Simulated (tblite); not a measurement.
Compound: C₈H₁₁P.
Geometry (GFN2-xTB, Å), atoms numbered from 1 in this order:
```
atom  x, y, z in Å
C1    -2.3812   -1.8225    0.3744
C2    -1.2107   -1.3784   -0.0741
C3    -0.8395    0.0131   -0.0957
P4    -2.0042    1.3419    0.3492
C5    -0.7413    2.5568   -0.0638
C6     0.4409    1.9630   -0.3175
C7     0.4016    0.5253   -0.3482
C8     1.6383   -0.2804   -0.6015
C9     2.2325   -0.7906    0.7136
H10   -2.6398   -2.8669    0.3704
H11   -3.1157   -1.1375    0.7709
H12   -0.4784   -2.0788   -0.4567
H13   -2.6766    1.3833   -0.8749
H14   -0.9051    3.6186    0.0046
H15    1.3561    2.5010   -0.5149
H16    2.3759    0.3413   -1.1136
H17    1.4088   -1.1317   -1.2463
H18    2.4879    0.0442    1.3626
H19    1.5132   -1.4186    1.2346
H20    3.1322   -1.3720    0.5238
```

Computed values, GFN2-xTB/tblite, gas phase, harmonic and unscaled. The method is semi-empirical: single wavenumbers can be off by several per cent or more. Modes of hydrogen on phosphorus can be 10 to 20 % off. One conformer, not necessarily the lowest.

Harmonic wavenumbers (cm⁻¹): 50.4, 98.3, 108.7, 179.8, 195.1, 206.1, 309.3, 320.9, 339.2, 443.7, 495.0, 551.6, 609.7, 636.2, 662.4, 710.9, 756.8, 799.6, 808.2, 826.1, 869.2, 878.4, 899.7, 988.2, 995.6, 1026.5, 1073.6, 1079.9, 1103.4, 1193.7, 1224.3, 1244.1, 1287.1, 1308.0, 1351.7, 1394.7, 1409.3, 1486.3, 1491.9, 1497.1, 1506.5, 1581.9, 1650.5, 2254.5, 2967.3, 2980.5, 3029.8, 3033.7, 3039.3, 3043.6, 3073.9, 3076.4, 3105.0, 3129.1.

A = 1702, B = 1343, C = 808.9 MHz; mass 138.060 u (most abundant isotopes); point group C1, symmetry number 1.

Zero-point energy?

Half the sum of the wavenumbers: 35191 cm⁻¹ = 100.62 kcal/mol.

Give the ideal-gas entropy at 400 K and 1 bar in the rigid-rotor, harmonic-oscillator model (classical rotation).

Translation 42.17, rotation 30.42, vibration 38.46: S = 111.0 cal/(mol K).

And Cp and H(400 K) − H(0)?

Cp = 50.54 cal/(mol K), of which vibrations give 42.59 (their classical limit is 54 R = 107.3); H(400 K) − H(0) = 11.48 kcal/mol without the zero-point energy, 8.30 from vibrations.

Which modes carry the vibrational entropy at 400 K?

50.4 cm⁻¹: 5.38; 98.3 cm⁻¹: 4.06; 108.7 cm⁻¹: 3.87; 179.8 cm⁻¹: 2.89; 195.1 cm⁻¹: 2.73; 206.1 cm⁻¹: 2.63 cal/(mol K); the other 48 give 16.90 together.

Blend soft modes into free rotors: weight 1/[1 + (100 cm⁻¹/ν̃)⁴] for the oscillator and the rest for a rotor with moment μB/(μ + B), μ = h/(8π²ν), B = 10⁻⁴⁴ kg m². What vibrational entropy results?

36.16 cal/(mol K) in place of 38.46, which changes −T·S at 400 K by +0.92 kcal/mol.

Hindered rotation and anharmonicity are outside this model. Other conformers, if any are populated, would add a mixing term that is left out. The structure is chiral; the term R ln 2 for an equal mix with its mirror image is left out.
